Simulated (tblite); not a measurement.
Species: C8H18P (charge +1).
Numbering: `[CH3:1]/[CH:2]=[CH:3]\[P+:4]([CH3:5])([CH2:6][CH3:7])[CH2:8][CH3:9]` (hydrogens: H10, H11, H12 on C1; H13 on C2; H14 on C3; H15, H16, H17 on C5; H18, H19 on C6; H20, H21, H22 on C7; H23, H24 on C8; H25, H26, H27 on C9)
Bond orders are those of one Lewis drawing.

Computed with GFN2-xTB (tblite), gas phase: L-BFGS steps from a force-field or distance-geometry start until the largest atomic force falls under 0.01 eV/Å.

Step 5: E = -773.0095 eV
```
atom  x, y, z in Å  |  force x, y, z in eV/Å
C1     -2.5528   -0.8943    0.9911    0.009  -0.068  -0.086
C2     -1.9090   -1.6689   -0.0944   -0.030  -0.081  -0.063
C3     -0.7750   -1.4125   -0.7436    0.056  -0.060  -0.054
P4      0.3048   -0.0158   -0.4740    0.024   0.022   0.036
C5      1.7079   -0.2034   -1.5970    0.018   0.007  -0.014
C6     -0.5700    1.5263   -0.8994   -0.028   0.010   0.018
C7      0.3035    2.7663   -0.7530   -0.047  -0.026   0.015
C8      0.9375    0.0529    1.2371   -0.050   0.042  -0.010
C9      1.5582   -1.2669    1.6824   -0.011   0.057   0.009
H10    -2.0189    0.0139    1.2596    0.044  -0.044  -0.059
H11    -2.6413   -1.5286    1.8718   -0.026  -0.009   0.042
H12    -3.5682   -0.6356    0.6897    0.008  -0.005   0.019
H13    -2.4360   -2.5655   -0.3946   -0.124  -0.024   0.073
H14    -0.4244   -2.0775   -1.5259   -0.042   0.016   0.059
H15     2.4274    0.5995   -1.4176   -0.043  -0.121  -0.044
H16     2.1859   -1.1688   -1.4220   -0.006   0.073  -0.056
H17     1.3506   -0.1535   -2.6285    0.066  -0.020   0.082
H18    -1.4501    1.5939   -0.2530    0.014   0.058  -0.097
H19    -0.9127    1.4086   -1.9334   -0.023   0.032   0.056
H20    -0.2874    3.6364   -1.0245    0.066   0.077   0.012
H21     1.1679    2.7218   -1.4118   -0.025   0.039   0.026
H22     0.6422    2.8887    0.2747   -0.010   0.039  -0.068
H23     0.1039    0.3215    1.8942    0.136   0.036  -0.003
H24     1.6830    0.8535    1.2612   -0.024  -0.011   0.076
H25     0.8302   -2.0770    1.6762    0.016   0.062  -0.027
H26     1.9252   -1.1435    2.6973    0.040  -0.097   0.036
H27     2.3977   -1.5450    1.0496   -0.009  -0.006   0.022
```

Step 6: E = -773.0137 eV
```
atom  x, y, z in Å  |  force x, y, z in eV/Å
C1     -2.5524   -0.8955    0.9900    0.012  -0.072  -0.075
C2     -1.9101   -1.6736   -0.0958   -0.022  -0.047  -0.060
C3     -0.7751   -1.4153   -0.7454   -0.009  -0.059   0.009
P4      0.3036   -0.0156   -0.4730    0.035   0.002   0.023
C5      1.7078   -0.2035   -1.5968    0.030  -0.003  -0.022
C6     -0.5721    1.5260   -0.8995   -0.004   0.072   0.010
C7      0.3028    2.7674   -0.7529   -0.039  -0.010   0.004
C8      0.9381    0.0572    1.2384   -0.010  -0.015   0.019
C9      1.5579   -1.2657    1.6832    0.002   0.050   0.010
H10    -2.0151    0.0131    1.2564    0.009  -0.088  -0.065
H11    -2.6434   -1.5297    1.8722   -0.006   0.017   0.015
H12    -3.5694   -0.6369    0.6904    0.045   0.000   0.016
H13    -2.4445   -2.5689   -0.3916   -0.064   0.010   0.060
H14    -0.4239   -2.0797   -1.5272   -0.033   0.012   0.050
H15     2.4299    0.5978   -1.4188   -0.063  -0.119  -0.039
H16     2.1878   -1.1691   -1.4246   -0.026   0.083  -0.042
H17     1.3522   -0.1547   -2.6293    0.058  -0.011   0.098
H18    -1.4533    1.5968   -0.2551    0.021   0.048  -0.089
H19    -0.9150    1.4092   -1.9338   -0.012   0.031   0.060
H20    -0.2845    3.6417   -1.0243    0.065   0.025   0.018
H21     1.1683    2.7241   -1.4121   -0.050   0.024   0.044
H22     0.6428    2.8916    0.2749   -0.023   0.020  -0.089
H23     0.1049    0.3239    1.8971    0.143   0.041  -0.014
H24     1.6861    0.8572    1.2649   -0.061  -0.042   0.060
H25     0.8298   -2.0767    1.6748    0.024   0.093  -0.024
H26     1.9282   -1.1485    2.6987    0.008  -0.075   0.008
H27     2.3983   -1.5460    1.0513   -0.028   0.012   0.016
```

Step 7: E = -773.0184 eV
```
atom  x, y, z in Å  |  force x, y, z in eV/Å
C1     -2.5516   -0.8985    0.9875    0.008  -0.060  -0.037
C2     -1.9119   -1.6799   -0.0985   -0.020  -0.001  -0.028
C3     -0.7755   -1.4194   -0.7469   -0.063  -0.036   0.073
P4      0.3027   -0.0154   -0.4716    0.016  -0.018   0.006
C5      1.7078   -0.2039   -1.5966    0.010  -0.017  -0.007
C6     -0.5742    1.5269   -0.8996    0.028   0.100   0.001
C7      0.3014    2.7688   -0.7530   -0.016   0.022  -0.012
C8      0.9392    0.0618    1.2400    0.042  -0.071   0.037
C9      1.5579   -1.2634    1.6844    0.023   0.020   0.012
H10    -2.0103    0.0101    1.2511   -0.016  -0.120  -0.068
H11    -2.6458   -1.5304    1.8726    0.019   0.036  -0.021
H12    -3.5700   -0.6385    0.6915    0.070   0.005   0.003
H13    -2.4560   -2.5729   -0.3870    0.005   0.028   0.025
H14    -0.4239   -2.0824   -1.5279   -0.013  -0.003   0.023
H15     2.4321    0.5938   -1.4209   -0.046  -0.068  -0.019
H16     2.1898   -1.1680   -1.4284   -0.029   0.043  -0.013
H17     1.3552   -0.1564   -2.6288    0.024   0.001   0.062
H18    -1.4569    1.6012   -0.2591    0.010   0.036  -0.053
H19    -0.9179    1.4105   -1.9332    0.001   0.026   0.040
H20    -0.2797    3.6484   -1.0236    0.039  -0.018   0.016
H21     1.1677    2.7273   -1.4116   -0.053   0.002   0.041
H22     0.6431    2.8954    0.2737   -0.028   0.000  -0.070
H23     0.1087    0.3277    1.9006    0.107   0.047  -0.004
H24     1.6886    0.8608    1.2705   -0.072  -0.052   0.032
H25     0.8296   -2.0745    1.6726    0.014   0.103  -0.020
H26     1.9319   -1.1559    2.7005   -0.027  -0.038  -0.015
H27     2.3984   -1.5468    1.0537   -0.033   0.032  -0.003
```

Task: Estimate the geometry and energy of step 8. (The exact step hangs on the optimiser's Hessian estimate; all steps are aligned on step 7, rigid shifts and turns removed.)

Result: E = -773.0212 eV, largest force 0.122 eV/Å
```
atom  x, y, z in Å  |  force x, y, z in eV/Å
C1     -2.5509   -0.9016    0.9852   -0.002  -0.038  -0.003
C2     -1.9137   -1.6839   -0.1006   -0.021   0.016   0.001
C3     -0.7762   -1.4223   -0.7468   -0.061  -0.012   0.082
P4      0.3022   -0.0156   -0.4706   -0.015  -0.021   0.004
C5      1.7076   -0.2045   -1.5963   -0.017  -0.023   0.013
C6     -0.5749    1.5288   -0.8995    0.036   0.071  -0.002
C7      0.3001    2.7700   -0.7534    0.005   0.038  -0.017
C8      0.9405    0.0634    1.2414    0.055  -0.076   0.030
C9      1.5583   -1.2615    1.6854    0.033  -0.009   0.010
H10    -2.0076    0.0060    1.2465   -0.009  -0.106  -0.060
H11    -2.6470   -1.5303    1.8726    0.032   0.027  -0.029
H12    -3.5691   -0.6394    0.6922    0.057   0.008  -0.013
H13    -2.4633   -2.5750   -0.3836    0.036   0.017  -0.009
H14    -0.4242   -2.0841   -1.5278   -0.001  -0.012   0.008
H15     2.4327    0.5900   -1.4226   -0.014  -0.009   0.002
H16     2.1906   -1.1667   -1.4310   -0.018  -0.013   0.011
H17     1.3574   -0.1574   -2.6274   -0.011   0.009   0.009
H18    -1.4590    1.6048   -0.2627   -0.003   0.030  -0.018
H19    -0.9198    1.4119   -1.9320    0.010   0.021   0.010
H20    -0.2761    3.6525   -1.0229    0.004  -0.018   0.004
H21     1.1664    2.7293   -1.4105   -0.027  -0.011   0.016
H22     0.6427    2.8979    0.2716   -0.020  -0.008  -0.025
H23     0.1131    0.3311    1.9028    0.060   0.045   0.015
H24     1.6888    0.8621    1.2747   -0.046  -0.035   0.008
H25     0.8297   -2.0712    1.6709   -0.010   0.079  -0.017
H26     1.9338   -1.1613    2.7015   -0.037  -0.009  -0.010
H27     2.3978   -1.5466    1.0551   -0.015   0.036  -0.023
```

The energy changes by -0.0028 eV. The first-order estimate −F·Δx gives -0.0040 eV and the mean of the old and new forces, exact on a quadratic surface, -0.0028 eV. The step makes an angle of 58° with the force vector and moves no atom by more than 0.008 Å.

The cost below is that of the whole relaxation. On an Arm Neoverse V1 with one thread, no GPU, shared host with 32 logical CPUs at a one-minute load of 30, this took 0.52 s wall.
